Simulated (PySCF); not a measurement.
C₇H₈O₃S, SMILES Cc1ccc(S(=O)(=O)O)cc1, singlet (GFN2-xTB optimised geometry):

```
19

C     -2.380     0.325    -5.251
C     -1.636     0.336    -3.952
C     -0.315     0.767    -3.889
C      0.364     0.787    -2.682
C     -0.292     0.376    -1.541
S      0.580     0.354     0.000
O     -0.333     0.510     1.084
O      1.748     1.181    -0.059
O      1.112    -1.181     0.000
C     -1.602    -0.054    -1.571
C     -2.272    -0.073    -2.781
H     -3.107     1.136    -5.268
H     -2.923    -0.610    -5.373
H     -1.704     0.454    -6.091
H      0.185     1.089    -4.791
H      1.384     1.126    -2.605
H      2.070    -1.181     0.000
H     -2.070    -0.356    -0.649
H     -3.298    -0.406    -2.824
```

Method: CAM-B3LYP/def2-SVP (PySCF).

Q: What are the frontier orbital energies and the dipole moment?

A: HOMO-2 -10.09 eV, HOMO-1 -9.15 eV, HOMO -8.90 eV, LUMO 0.03 eV, LUMO+1 0.44 eV; dipole moment 4.81 D.

On the same geometry PBE/def2-SVP (PySCF) gives HOMO-2 -6.98 eV, HOMO-1 -6.86 eV, HOMO -6.56 eV, LUMO -1.90 eV, LUMO+1 -1.59 eV; dipole moment 4.45 D.

Meta-Löwdin charges at CAM-B3LYP/def2-SVP: C1 -0.30, C2 0.05, C3 -0.11, C4 -0.09, C5 -0.19, S6 1.91, O7 -0.77, O8 -0.80, O9 -0.66, C10 -0.08, C11 -0.11, H12 0.11, H13 0.11, H14 0.10, H15 0.11, H16 0.12, H17 0.34, H18 0.13, H19 0.11.
